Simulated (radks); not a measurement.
The holmium ion Ho+ inside a hard spherical wall (all orbitals vanish at R), configuration held at [Xe] 4f11 6s1 and not refilled when levels cross. Method: scalar-relativistic Kohn-Sham, LDA (Slater exchange, Perdew-Wang correlation), spin-polarised, spherical densities, point nucleus; open shells are filled with parallel spins first (spin-orbit coupling, left out, can overturn this in heavy ions); computed with a radial shooting solver on a logarithmic mesh with Libxc functionals. Eigenvalues in eV for spin up, with the zero of energy where the potential of the charges vanishes at infinity; a dash marks a level that is unbound or too diffuse for the functional's potential to be trusted. A positive occupied level is held by the wall or, in an anion where self-interaction has pushed it up, behind a barrier. The pressure on the wall is -dE/dV.

[
 {"R (bohr)": "free", "E (hartree)": "-12608.0982", "kinetic (hartree)": "13633.708", "e(5s)": "-57.724", "e(5p)": "-33.052", "e(4f)": "-10.864", "e(6s)": "-9.555", "e(5d, empty)": "-7.341", "e(6p, empty)": "-5.845", "pressure (GPa)": "0"},
 {"R (bohr)": "20", "E (hartree)": "-12608.0982", "kinetic (hartree)": "13633.708", "e(5s)": "-57.724", "e(5p)": "-33.052", "e(4f)": "-10.864", "e(6s)": "-9.555", "e(5d, empty)": "-7.341", "e(6p, empty)": "-5.845", "pressure (GPa)": "< 0.0001"},
 {"R (bohr)": "15", "E (hartree)": "-12608.0982", "kinetic (hartree)": "13633.708", "e(5s)": "-57.724", "e(5p)": "-33.052", "e(4f)": "-10.864", "e(6s)": "-9.555", "e(5d, empty)": "-7.341", "e(6p, empty)": "-5.845", "pressure (GPa)": "< 0.0001"},
 {"R (bohr)": "10", "E (hartree)": "-12608.0980", "kinetic (hartree)": "13633.711", "e(5s)": "-57.710", "e(5p)": "-33.039", "e(4f)": "-10.851", "e(6s)": "-9.543", "e(5d, empty)": "-7.328", "e(6p, empty)": "-5.780", "pressure (GPa)": "0.00607"},
 {"R (bohr)": "5", "E (hartree)": "-12607.9974", "kinetic (hartree)": "13634.237", "e(5s)": "-56.198", "e(5p)": "-31.611", "e(4f)": "-9.277", "e(6s)": "-6.183", "e(5d, empty)": "-5.360", "e(6p, empty)": "0.524", "pressure (GPa)": "11.4"},
 {"R (bohr)": "4", "E (hartree)": "-12607.7365", "kinetic (hartree)": "13635.398", "e(5s)": "-54.208", "e(5p)": "-29.729", "e(4f)": "-7.000", "e(6s)": "0.677", "e(5d, empty)": "-2.147", "e(6p, empty)": "10.776", "pressure (GPa)": "72.9"},
 {"R (bohr)": "3.5", "E (hartree)": "-12607.3482", "kinetic (hartree)": "13637.123", "e(5s)": "-51.969", "e(5p)": "-27.493", "e(4f)": "-4.302", "e(6s)": "9.232", "e(5d, empty)": "1.620", "e(6p, empty)": "22.391", "pressure (GPa)": "222"},
 {"R (bohr)": "2.5", "E (hartree)": "-12603.6435", "kinetic (hartree)": "13652.499", "e(5s)": "-37.714", "e(5p)": "-11.403", "e(4f)": "12.834", "e(6s)": "66.229", "e(5d, empty)": "25.888", "e(6p, empty)": "91.112", "pressure (GPa)": "3410"},
 {"R (bohr)": "1.5", "E (hartree)": "-12558.3024", "kinetic (hartree)": "13805.429", "e(5s)": "78.748", "e(5p)": "125.76", "e(4f)": "107.35", "e(6s)": "448.56", "e(5d, empty)": "198.29", "e(6p, empty)": "503.20", "pressure (GPa)": "151000"}
]
